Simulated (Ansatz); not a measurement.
Cartesian coordinates (Å):
```xyz
7

C      1.9355    -0.3827    -0.0132
C      0.7414    -0.1466    -0.0051
Si    -1.0511     0.2078     0.0072
H      2.9876    -0.5907    -0.0205
H     -1.4078     1.0032    -1.2043
H     -1.8109    -1.0768     0.0022
H     -1.3946     0.9858     1.2338
```
Charge 0, multiplicity 1.

Level of theory: frozen-core CCSD(T)/cc-pVTZ // PBE-D3(BJ)/def2-TZVP (Ansatz, a quantum-chemistry and plane-wave program).

```
Quantity                       Result
----------------------  -------------
HF energy               -366.97484 Ha
MP2 correlation energy    -0.43094 Ha
```

Task: Estimate the CCSD correlation energy, the (T) correction, the total energy and the T1 diagnostic.

Result: 
The CCSD correlation energy comes out as -0.46036 Ha. The (T) correction is -0.02197 Ha, the CCSD(T) total energy is -367.45716 Ha and the T1 diagnostic is 0.013.
